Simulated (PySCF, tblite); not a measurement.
Isomers of C5H5F2NO2, one GFN2-xTB conformer each. Single-point energies are computed at PBE0/pcSseg-1 (PySCF, gas phase, no added dispersion term), electronic only.

**Question.** Rank them by PBE0/pcSseg-1 energy, lowest first (kJ/mol).
A. `[CH3:1][C@@:2]1([O:3][CH:4]([F:5])[F:6])[O:7][C@@H:8]1[C:9]#[N:10]` with C1–C2–O3–C4 54°, C2–O3–C4–F5 44°
B. `[CH3:1][O:2][C@@H:3]([F:4])[C@:5]1([C:6]#[N:7])[O:8][C@@H:9]1[F:10]` with C1–O2–C3–F4 68°, O2–C3–C5–C6 -68°
C. `[CH3:1][O:2][CH2:3][C@@:4]1([C:5]#[N:6])[O:7][C:8]1([F:9])[F:10]` with C1–O2–C3–C4 180°, O2–C3–C4–C5 70°

**Answer.** A (0.0), B (64.7), C (71.4).

Neighbours under 10 kJ/mol apart (CO[C@@H](F)[C@]1(C#N)O[C@@H]1F and COC[C@@]1(C#N)OC1(F)F) can change places with a better method, another conformer or zero-point energy. GFN2-xTB itself gives, in the same order: 0.0, 61.0, 67.9. Both levels put the same isomer lowest; measured from each level's own lowest isomer, the values differ by up to 3.7 kJ/mol (CO[C@@H](F)[C@]1(C#N)O[C@@H]1F: 61.0 against 64.7).

**Question.** Which frontier levels, dipoles and rotational constants go with these structures?

**Answer.** 
| SMILES | HOMO (eV, PBE0/pcSseg-1) | LUMO (eV) | dipole (D) | A, B, C (MHz) |
| --- | --- | --- | --- | --- |
| C[C@@]1(OC(F)F)O[C@@H]1C#N | -9.07 | -0.35 | 3.49 | 2410, 913.1, 820.8 |
| CO[C@@H](F)[C@]1(C#N)O[C@@H]1F | -8.98 | -0.43 | 3.91 | 1560, 1227, 877.5 |
| COC[C@@]1(C#N)OC1(F)F | -8.33 | -0.74 | 4.40 | 1728, 1103, 801.5 |

**Question.** What happens when harmonic zero-point energies from GFN2-xTB frequencies are added?

**Answer.** 
| SMILES | ZPE (kJ/mol) | electronic (kJ/mol) | with ZPE (kJ/mol) |
| --- | --- | --- | --- |
| C[C@@]1(OC(F)F)O[C@@H]1C#N | 258.0 | 0.0 | 0.0 |
| CO[C@@H](F)[C@]1(C#N)O[C@@H]1F | 256.9 | 64.7 | 63.6 |
| COC[C@@]1(C#N)OC1(F)F | 256.7 | 71.4 | 70.1 |

The zero-point energies span 1.3 kJ/mol. The order is unchanged.
